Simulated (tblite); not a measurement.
Compound: C3H14NOPSi2.
Numbering: `[CH3:1][CH2:2][P@@:3]([CH3:4])(=[O:5])[N:6]([SiH3:7])[SiH3:8]` (hydrogens: H9, H10, H11 on C1; H12, H13 on C2; H14, H15, H16 on C4; H17, H18, H19 on Si7; H20, H21, H22 on Si8)

The geometry is computed with GFN2-xTB (gas phase).

(1) Give the optimised bond lengths and angles.

Results:

(1) 
```csv
bond,length (pm),order
C1–C2,152.0,single
C2–P3,184.1,single
P3–C4,183.5,single
P3=O5,146.5,double
P3–N6,168.1,single
N6–Si7,175.4,single
N6–Si8,173.9,single
"C1–H9, C1–H10, C1–H11",108.9,single
C2–H12,109.4,single
C2–H13,109.0,single
"C4–H14, C4–H15, C4–H16",108.8,single
Si7–H17 and 4 like bonds,146.1,single
Si8–H21,146.8,single
```

Bonds in one row agree within 1 pm and their mean is given. Orders are formal, as drawn. A selection of angles:
```csv
angle,degrees
C1–C2–P3,108.3
C2–P3–C4,105.9
C2–P3–O5,112.7
C2–P3–N6,106.6
C4–P3–O5,112.1
C4–P3–N6,106.0
O5–P3–N6,113.0
P3–N6–Si7,112.7
P3–N6–Si8,120.9
Si7–N6–Si8,126.1
```

Torsions: C1–C2–P3–C4 -178° (antiperiplanar); C2–P3–N6–Si7 -127° (anticlinal).

Of the pairs four or more bonds apart, Si8···H13 is among the closest relative to their van der Waals radii: 2.94 Å, 89 % of the sum of Bondi's values. Si7 (SiH3 silicon) is distorted tetrahedral (angles from 103.1° to 113.1°). N6 (nitrogen bridging silicon atoms) is planar (angles 126.1°, 120.9° and 112.7°, sum 359.6°, 0.06 Å off the plane of its three neighbours). P3 (phosphoryl phosphorus) is distorted tetrahedral (angles from 105.9° to 113.0°).

Point group: C1 (no symmetry element, even within 0.4 Å). Its GFN2-xTB frequencies are all real (lowest 39 cm⁻¹). The numbers are those of one conformer. 3 starts were optimised and ended at 0.00, 1.71 and 1.76 kcal/mol (GFN2-xTB); the lowest of these is shown.

The run took 3.2 s of wall time on Arm Neoverse N1, one thread, no GPU, on a shared host. These figures are those of the optimisation.
